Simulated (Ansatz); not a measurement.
Species: C2H6BN, SMILES `[H]/N=C(\B)C` (charge 0, multiplicity 1), formula C2H6BN.

**Question.** How many basis functions does Ansatz (a first-principles code) with frozen-core CCSD(T)/cc-pVTZ // B3LYP-D3(BJ)/def2-TZVP use, how many core orbitals are frozen, and how many electrons are correlated?

**Answer.** 204 basis functions and 4 frozen orbitals, which leaves 22 correlated electrons. Core time is of the order of minutes.
